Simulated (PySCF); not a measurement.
Rigid-rotor lines calculated for a species of formula C5H3Cl2N (commonest isotopes; PBE0/def2-SVPD in PySCF (dipole) on a GFN2-xTB geometry, gas phase), labelled J(Ka,Kc):

| transition | MHz |
| --- | --- |
| 1(0,1) ← 0(0,0) | 1504.5 |
| 2(1,2) ← 1(1,1) | 2724.1 |
| 2(1,1) ← 1(1,0) | 3294.0 |
| 2(0,2) ← 1(0,1) | 2948.6 |
| 1(1,1) ← 0(0,0) | 2353.8 |

Question: Find the rotational constants.

Answer: 1(0,1) ← 0(0,0) is B + C, 2(1,1) ← 1(1,0) is 3B + C and 2(1,2) ← 1(1,1) is B + 3C, so B − C is half the difference of the last two, 285.0 MHz. 1(1,1) ← 0(0,0) is A + C. A = 1744.0, B = 894.7, C = 609.8 MHz.

Question: What moments of inertia, asymmetry and inertial defect follow?

Answer: I = 505379 MHz·u·Å² over each constant: Ia = 289.79, Ib = 564.84, Ic = 828.77 u·Å²; κ = (2B − A − C)/(A − C) = -0.498 (asymmetric top); Δ = Ic − Ia − Ib = -25.85 u·Å².

Question: Which dipole components do these lines need?

Answer: μa and μb (a-type: ΔKa even, ΔKc odd; b-type: both odd). The calculation gives |μa| = 1.65 D, |μb| = 0.68 D, |μc| = 0.58 D.

Question: Where do these fall, and of which type are they? 4(2,2) ← 4(2,3); 4(4,1) ← 4(3,2); 2(2,0) ← 2(1,1); 4(0,4) ← 3(1,3); 1(1,1) ← 1(0,1); 4(2,3) ← 3(1,2); 4(1,3) ← 3(1,2); 3(1,3) ← 2(1,2); 3(1,2) ← 2(1,1); 3(1,2) ← 2(2,1); 4(4,1) ← 3(3,1); 2(1,1) ← 2(1,2); 2(1,2) ← 2(0,2); 3(2,1) ← 2(1,1); 2(0,2) ← 1(1,1).

Answer: 
| transition | MHz | type | branch |
| --- | --- | --- | --- |
| 2(1,2) ← 2(0,2) | 625 | c | Q |
| 4(2,2) ← 4(2,3) | 775 | a | Q |
| 1(1,1) ← 1(0,1) | 849 | c | Q |
| 2(1,1) ← 2(1,2) | 855 | a | Q |
| 2(0,2) ← 1(1,1) | 2099 | b | R |
| 3(1,2) ← 2(2,1) | 2351 | b | R |
| 2(2,0) ← 2(1,1) | 2608 | b | Q |
| 3(1,3) ← 2(1,2) | 4052 | a | R |
| 3(1,2) ← 2(1,1) | 4898 | a | R |
| 4(0,4) ← 3(1,3) | 5140 | b | R |
| 4(1,3) ← 3(1,2) | 6440 | a | R |
| 4(4,1) ← 4(3,2) | 6855 | b | Q |
| 3(2,1) ← 2(1,1) | 7348 | c | R |
| 4(2,3) ← 3(1,2) | 8134 | b | R |
| 4(4,1) ← 3(3,1) | 12973 | c | R |

Question: Which structure gave them?

Answer: `C(C1=C([C@@H]1CCl)Cl)#N`, point group C1. Three constants can't fix a structure by themselves; this is the one that was computed:
```xyz
11
C5H3Cl2N angstrom
N      3.429    0.626    0.428
C      2.291    0.665    0.273
C      0.930    0.693    0.091
C     -0.238    1.302    0.099
Cl    -1.145    2.669    0.356
C     -0.298   -0.137   -0.288
C     -0.832   -1.161    0.679
Cl    -2.624   -1.166    0.624
H     -0.454   -0.393   -1.332
H     -0.507   -2.168    0.418
H     -0.547   -0.927    1.705
```

The values belong to one conformer (point group C1) with, in the numbering `[N:1]#[C:2][C:3]1=[C:4]([Cl:5])[C@@H:6]1[CH2:7][Cl:8]`, C4–C6–C7–Cl8 82°. No GFN2-xTB frequencies stand behind this structure, so it isn't proved a minimum. Constants of a rigid frame at the computed geometry: no zero-point averaging, no centrifugal distortion. Quadrupole hyperfine structure (14N, 35Cl) is left out.
